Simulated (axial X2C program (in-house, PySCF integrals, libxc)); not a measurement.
# Worked dissociation energy of ZnC⁺: BHandHLYP, with spin–orbit coupling

Calculated with an in-house relativistic program for diatomic molecules. Two-component (2c) means X2C with spin–orbit coupling and atomic mean-field two-electron Coulomb and Gaunt terms. Basis: Zn dyall-v3z [9s10p6d3f2g], C dyall-v3z [7s6p2d1f] (cores contracted in-house); Gaussian nuclei, density fitting, unrestricted open shells. Masses: Zn 63.929 u, C 12.000 u.

Molecular state: Ω = 1/2 (⟨Sz⟩ = -0.50, ⟨Lz⟩ = 1.00 at BHandHLYP).

```
E(Zn+) (2M_J = 1) : -1795.036920 hartree
E(C) (2M_J = 2)   : -37.863073 hartree
E(ZnC⁺) at Re     : -1832.946809 hartree
ωe                : 378.1 cm⁻¹
ωexe              : 4.05 cm⁻¹
```

Question: Work out De and D0.

Answer: De = -1795.036920 + (-37.863073) − (-1832.946809) = 0.04682 hartree = 1.274 eV. The zero-point energy is ωe/2 − ωexe/4 = 188 cm⁻¹ = 0.023 eV, so D0 = 1.251 eV.

The state is one determinant whose occupation by symmetry is held fixed; it was picked as the lowest of a PBE0 search that is not exhaustive. Dissociation energies refer to the lowest single-determinant-based atoms at the same level and basis. Density functionals use the spin component along the axis (collinear). The 2c atoms are single determinants rather than J levels; their spin–orbit lowering is only partly caught, and De is too large by that part. This holds for BHandHLYP. PBE0 can misorder states that lie within some tenths of an eV, so this need not be the ground state of the molecule. The nearest other 2c determinant of the search, Ω = 3/2, lies 0.01 eV up at the distance of the search. The functionals have no current-density term, which raises determinants with orbital currents, atoms included. The determinant is spin-polarised beyond a pure state at some levels (its spin-free form has ⟨S²⟩ too high), which makes Re and μ there less reliable.

Each atomic determinant is the lowest at this level and need not be a pure J level. Totals compare only within one Hamiltonian and basis.
